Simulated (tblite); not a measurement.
C₃H₈Cl₂N₂Si₂.
SMILES with atom numbers: `[N:1]#[C:2][Si@H:3]([CH2:4][CH:5]([Cl:6])[Cl:7])[NH:8][SiH3:9]` (hydrogens: H10 on Si3; H11, H12 on C4; H13 on C5; H14 on N8; H15, H16, H17 on Si9)

Structure optimised with GFN2-xTB, isolated species.

Problem. Give the optimised bond lengths and angles.

Solution. 
| bond | length (pm) |
| --- | --- |
| N1≡C2 | 114.5 |
| C2–Si3 | 187.2 |
| Si3–C4 | 190.8 |
| C4–C5 | 150.2 |
| C5–Cl6 | 178.7 |
| C5–Cl7 | 177.7 |
| Si3–N8 | 172.0 |
| N8–Si9 | 174.7 |
| Si3–H10 | 146.3 |
| C4–H11 | 109.1 |
| C4–H12 | 109.0 |
| C5–H13 | 109.1 |
| N8–H14 | 100.7 |
| Si9–H15, Si9–H16, Si9–H17 | 146.1 |

Bonds in one row agree within 1 pm and their mean is given. A selection of angles:
| angle | degrees |
| --- | --- |
| N1–C2–Si3 | 179.7 |
| C2–Si3–C4 | 107.1 |
| C2–Si3–N8 | 106.8 |
| C4–Si3–N8 | 107.5 |
| Si3–C4–C5 | 110.7 |
| C4–C5–Cl6 | 111.6 |
| C4–C5–Cl7 | 110.4 |
| Cl6–C5–Cl7 | 108.7 |
| Si3–N8–Si9 | 127.4 |
| H14–N8–Si3 | 116.0 |
| H14–N8–Si9 | 115.2 |

Dihedral angles: C2–Si3–C4–C5 38° (synclinal); Si3–C4–C5–Cl6 175° (antiperiplanar); C2–Si3–N8–Si9 -57° (synclinal).

Si9 (SiH3 silicon) is distorted tetrahedral (angles from 104.6° to 113.5°). The C–Si distances run from 1.872 Å (C2–Si3, drawn single) to 1.908 Å (Si3–C4, drawn single), a spread of 0.036 Å. N8 (nitrogen bridging silicon atoms) is almost planar (angles 127.4°, 116.0° and 115.2°, sum 358.6°, 0.10 Å off the plane of its three neighbours). The 2 N–Si bonds span 1.720 Å (Si3–N8, drawn single) to 1.747 Å (N8–Si9, drawn single), a spread of 0.027 Å. Si3 (SiH silicon) is distorted tetrahedral (angles from 106.8° to 114.7°). Of the pairs four or more bonds apart, C2···H13 is among the closest relative to their van der Waals radii: 2.80 Å, 97 % of the sum of Bondi's values.

Point group: C1 (no symmetry element, even within 0.4 Å). Its GFN2-xTB frequencies are all real (lowest 25 cm⁻¹). The numbers are those of one conformer. 3 starts were optimised and ended at 0.00, 0.38 and 2.42 kcal/mol (GFN2-xTB); the lowest of these is shown.

All values are computed, not measured.
